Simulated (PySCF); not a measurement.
Compound: indene, C₉H₈.
Atom-mapped SMILES: `[CH:1]1=[CH:2][c:3]2[cH:4][cH:5][cH:6][cH:7][c:8]2[CH2:9]1` (hydrogens: H10 on C1; H11 on C2; H12 on C4; H13 on C5; H14 on C6; H15 on C7; H16, H17 on C9)

Structure used (PBE0-D3(BJ)/def2-SVP), in Å, numbered top down from 1:
```
atom  x, y, z in Å
C1    -2.3508    0.4218    0.0950
C2    -1.3920    1.3637    0.2045
C3    -0.0767    0.7420    0.0580
C4     1.2092    1.2819    0.0933
C5     2.2993    0.4282   -0.0805
C6     2.1094   -0.9408   -0.2860
C7     0.8214   -1.4842   -0.3218
C8    -0.2671   -0.6402   -0.1496
C9    -1.7411   -0.9299   -0.1386
H10   -3.4261    0.5934    0.1624
H11   -1.5552    2.4290    0.3763
H12    1.3616    2.3520    0.2541
H13    3.3137    0.8337   -0.0555
H14    2.9761   -1.5925   -0.4200
H15    0.6798   -2.5562   -0.4832
H16   -2.0837   -1.3783   -1.0889
H17   -2.0172   -1.6496    0.6534
```

Linear response at PBE0/def2-SVPD (PySCF, frozen core in the response, non-relativistic).

Static isotropic polarisability: 101.87 au (15.10 Å³), principal values 59.7, 107.7, 138.2 au.

(1) What is the polarisability at 1064 nm and at the sodium D line?

(2) What is the isotropic C6 coefficient between two such molecules, C6 = (3/π)∫α(iω)² dω?

(3) Which effective excitation energy ω̄ makes London's formula C6 = (3/4)α²ω̄ exact here?

(4) What n − 1 at the D line would an ideal gas of it have at 273.15 K and 1 atm (2.6868 × 10¹⁹ cm⁻³), by n − 1 = 2π·N·α′?

(5) What three-body coefficient follows from the one-pole estimate C9 = (3/4)·α·C6?

(6) What molar refraction at the D line follows from R = (4π/3)·N_A·α′, with α′ the polarisability volume?

(7) How many electrons N does the Slater–Kirkwood formula C6 = (3/4)·√N·α^(3/2) need to give this C6?

(8) How anisotropic is the static polarisability, by Δα² = ½[(α1 − α2)² + (α2 − α3)² + (α3 − α1)²]?

## Answers

(1) 103.32 au at 1064 nm (+1.4 %), 106.96 au at 589.3 nm (+5.0 %). The rise at 589.3 nm is 3.51 times that at 1064 nm; a pure ω² law gives 3.26. The lowest singlet lies at 256 nm, shorter than both wavelengths.

(2) 3750 au (Eh·bohr⁶) by a ten-point quadrature over imaginary frequencies, which is 2240 eV·Å⁶ or 216 J·nm⁶/mol.

(3) ω̄ = 4·C6/(3α²) = 0.482 Eh = 13.1 eV. A one-pole form α(ω) = α/(1 − ω²/ω̄²) fitted to the 1064 nm value gives 9.8 eV. London's choice of the ionisation energy (8.05 eV, ΔSCF at the same level) gives C6 = 2300 au, 39 % too low.

(4) 26.76 × 10⁻⁴, a formal value whether or not that pressure can be reached.

(5) 287000 au. This is an estimate from the two numbers above, not a computed integral.

(6) α′ = 15.85 Å³ gives R = 39.98 cm³/mol, for isolated, non-vibrating species.

(7) N = (4·C6/3)²/α³ = 23.7; the species has 62 electrons in all.

(8) Δα = 68.5 au, or 0.67 of the isotropic value.
